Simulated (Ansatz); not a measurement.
Consider the redistribution: `[F][GeH2][F]` + `[CH3][Y]([OH])[OH]` → `[CH3][GeH2][F]` + `[OH][Y]([OH])[F]`.

Calculated with Ansatz (gas phase, PBE0-D4/def2-TZVP geometries, no zero-point term in ΔE). CBS: MP2 limit from def2 TZ/QZ plus the TZ coupled-cluster correction, frozen cores. Functionals use def2-TZVPP. B3LYP here is the variant with VWN-RPA as its local correlation; programs differ in this. Elements past krypton have def2 core potentials. For Ge, Y outer-core shells are correlated without core-valence functions, which leaves a few kJ/mol of doubt a bond. Scalar relativity is left out up to krypton. One conformer a species, not always the lowest.

```csv
level,ΔE (kJ/mol)
ωB97X-V,-183.2
revPBE,-180.9
PBE0,-182.5
B3LYP,-182.0
RPA@PBE/def2-TZVPP,-171.3
MP2/def2-SVP,-195.1
CCSD(T)/def2-SVP,-193.3
SCS-MP2/def2-TZVPP,-176.4
```

Q: What does CCSD(T)/CBS give? (Best estimate.)

A: Computed: -184.3 kJ/mol. The listed levels differ from it by 1.1, 3.4, 1.8, 2.3, 13.0, -10.8, -9.0, 7.9 kJ/mol.

Largest T1 diagnostic among the species: 0.014.

At CCSD(T), def2-SVP lies −9.0 kJ/mol from the extrapolated value and def2-TZVPP +9.5 kJ/mol. Leaving LDA and LC-ωPBE aside and taking each functional with its dispersion term where it has one, the values, not all of them listed here, spread over 8.3 kJ/mol, from CAM-B3LYP-D4 to B97M-V.
